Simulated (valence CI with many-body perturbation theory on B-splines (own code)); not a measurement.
## Forbidden lines of Zn IX

Method: valence CI with perturbative core correlation (CI+MBPT): four valence electrons over a frozen Dirac-Fock core [Ar], radial functions for each j: 9 s, 9 p, 10 d, 8 f, 5 g, 3 h, 1 i, with the one-electron correlation potential Σ1, the two-electron term Σ2, the three-electron term Σ3, Breit, model QED; selected CI, second order for the rest, scaled by the run's own slope (own B-spline code, finite nucleus).

No measured spectrum was set against this ion. As an estimate, terms of the open shell hold to 2 to 4 % of their energy, and close levels can change places; different configurations can be misplaced against each other by 1,000 to 8,000 cm⁻¹. Core correlation moves these levels by up to 4100 cm⁻¹, and in measured spectra 5 to 20 % of such shifts remained as error; rates that hang on mixing are uncertain with them. The list stops below the first excitations out of the core. Only levels of the ground parity were solved; by the run's estimate the other parity begins above the list, which can be wrong where configurations are misplaced.

Lines 1 to 50 of 120 in falling wavelength, among levels below 56.291 eV, chosen from the decays that carry over 1 % of a level's rate. Wavelengths and rates use the calculated energies, so an error of 2000 cm⁻¹ moves a line at 22960 Å by 46 % and its rate by three times that or more. S is in atomic units (e²a₀⁴ for E2 and M2, e²a₀⁶ for E3), for M1 in squared Bohr magnetons. Weak lines are less certain than strong ones. Lines between different terms over intervals too small for the method are left out, as are lines whose strength nearly cancels. Intervals below about 2000 cm⁻¹, as at the head of this list, are uncertain by tens of per cent.

Letters in brackets count levels of one name in rising energy.

| λ vac (Å) | Upper | Lower | Type | A (s⁻¹) | S (a.u.) |
| --- | --- | --- | --- | --- | --- |
| 1.982e+05 | 3d4 5D_1 | 3d4 5D_0 | M1 | 6.90e-03 | 5.98e+00 |
| 1.101e+05 | 3d4 5D_2 | 3d4 5D_1 | M1 | 4.24e-02 | 1.05e+01 |
| 1.005e+05 | 3d4 3H_6 | 3d4 3H_5 | M1 | 2.10e-02 | 1.03e+01 |
| 88090 | 3d4 3H_5 | 3d4 3H_4 | M1 | 3.68e-02 | 1.03e+01 |
| 83090 | 3d4 5D_3 | 3d4 5D_2 | M1 | 8.06e-02 | 1.20e+01 |
| 70470 | 3d4 5D_4 | 3d4 5D_3 | M1 | 7.72e-02 | 9.01e+00 |
| 33100 | 3d4 3P_1 [a] | 3d4 3P_0 [a] | M1 | 4.87e-01 | 1.96e+00 |
| 22960 | 3d4 3F_3 [a] | 3d4 3H_4 | M1 | 1.31e-01 | 4.10e-01 |
| 22840 | 3d4 3P_2 [a] | 3d4 3P_1 [a] | M1 | 1.15e+00 | 2.53e+00 |
| 21950 | 3d4 3G_3 | 3d4 3F_2 [a] | M1 | 4.79e-01 | 1.31e+00 |
| 21360 | 3d4 3G_3 | 3d4 3F_3 [a] | M1 | 5.90e-01 | 1.49e+00 |
| 20530 | 3d4 3F_4 [a] | 3d4 3H_4 | M1 | 4.42e-01 | 1.28e+00 |
| 20140 | 3d4 3G_4 | 3d4 3F_4 [a] | M1 | 3.07e-01 | 8.36e-01 |
| 18250 | 3d4 3G_4 | 3d4 3F_3 [a] | M1 | 8.08e-02 | 1.64e-01 |
| 17330 | 3d4 3G_5 | 3d4 3F_4 [a] | M1 | 6.12e-01 | 1.30e+00 |
| 11750 | 3d4 3G_5 | 3d4 3H_6 | M1 | 7.26e-01 | 4.80e-01 |
| 11490 | 3d4 3G_4 | 3d4 3H_5 | M1 | 7.23e-02 | 3.66e-02 |
| 11070 | 3d4 3G_3 | 3d4 3H_4 | M1 | 4.39e-01 | 1.54e-01 |
| 10520 | 3d4 3G_5 | 3d4 3H_5 | M1 | 8.30e-01 | 3.94e-01 |
| 10170 | 3d4 3G_4 | 3d4 3H_4 | M1 | 1.89e-01 | 6.62e-02 |
| 10130 | 3d4 1G_4 [a] | 3d4 3G_5 | M1 | 6.21e-01 | 2.15e-01 |
| 9363 | 3d4 1G_4 [a] | 3d4 3G_4 | M1 | 2.65e-01 | 7.25e-02 |
| 8712 | 3d4 1G_4 [a] | 3d4 3G_3 | M1 | 1.48e+00 | 3.26e-01 |
| 7514 | 3d4 3D_3 | 3d4 3P_2 [a] | M1 | 6.97e-01 | 7.67e-02 |
| 7284 | 3d4 3D_2 | 3d4 3P_2 [a] | M1 | 6.38e-01 | 4.57e-02 |
| 7118 | 3d4 1D_2 [a] | 3d4 3D_1 | M1 | 1.42e+00 | 9.51e-02 |
| 6971 | 3d4 3D_1 | 3d4 3P_2 [a] | M1 | 6.45e-01 | 2.43e-02 |
| 6820 | 3d4 1D_2 [a] | 3d4 3D_2 | M1 | 3.61e-01 | 2.12e-02 |
| 6693 | 3d4 3F_4 [b] | 3d4 1F_3 | M1 | 1.34e+00 | 1.34e-01 |
| 6630 | 3d4 1D_2 [a] | 3d4 3D_3 | M1 | 1.80e+00 | 9.70e-02 |
| 6563 | 3d4 3D_3 | 3d4 3F_3 [a] | M1 | 1.06e-01 | 7.80e-03 |
| 6534 | 3d4 3F_2 [b] | 3d4 1F_3 | M1 | 2.62e+00 | 1.35e-01 |
| 6438 | 3d4 3D_2 | 3d4 3F_2 [a] | M1 | 3.86e-01 | 1.91e-02 |
| 6392 | 3d4 1G_4 [a] | 3d4 3F_4 [a] | M1 | 5.51e+00 | 4.80e-01 |
| 6193 | 3d4 3D_1 | 3d4 3F_2 [a] | M1 | 2.64e-01 | 6.97e-03 |
| 6188 | 3d4 1G_4 [a] | 3d4 3F_3 [a] | M1 | 1.24e+00 | 9.81e-02 |
| 5747 | 3d4 1I_6 | 3d4 3H_6 | M1 | 2.27e+00 | 2.07e-01 |
| 5436 | 3d4 1I_6 | 3d4 3H_5 | M1 | 1.85e+00 | 1.43e-01 |
| 5341 | 3d4 3D_1 | 3d4 3P_1 [a] | M1 | 2.13e+00 | 3.60e-02 |
| 5160 | 3d4 1G_4 [a] | 3d4 3H_5 | M1 | 3.30e+00 | 1.51e-01 |
| 4874 | 3d4 1G_4 [a] | 3d4 3H_4 | M1 | 2.09e+00 | 8.08e-02 |
| 4599 | 3d4 3D_1 | 3d4 3P_0 [a] | M1 | 1.16e+00 | 1.25e-02 |
| 4410 | 3d4 3P_2 [b] | 3d4 1D_2 [a] | M1 | 2.36e+00 | 3.75e-02 |
| 4255 | 3d4 1F_3 | 3d4 3D_2 | M1 | 1.13e+00 | 2.25e-02 |
| 4181 | 3d4 1F_3 | 3d4 3D_3 | M1 | 2.79e+00 | 5.29e-02 |
| 4128 | 3d4 1S_0 [a] | 3d4 3P_1 [a] | M1 | 2.24e+01 | 5.84e-02 |
| 3900 | 3d4 1D_2 [a] | 3d4 3G_3 | M1 | 7.87e-01 | 8.66e-03 |
| 3522 | 3d4 1D_2 [a] | 3d4 3P_2 [a] | M1 | 3.24e+00 | 2.62e-02 |
| 3312 | 3d4 1D_2 [a] | 3d4 3F_2 [a] | M1 | 3.12e+00 | 2.10e-02 |
| 3298 | 3d4 1D_2 [a] | 3d4 3F_3 [a] | M1 | 6.20e+00 | 4.12e-02 |
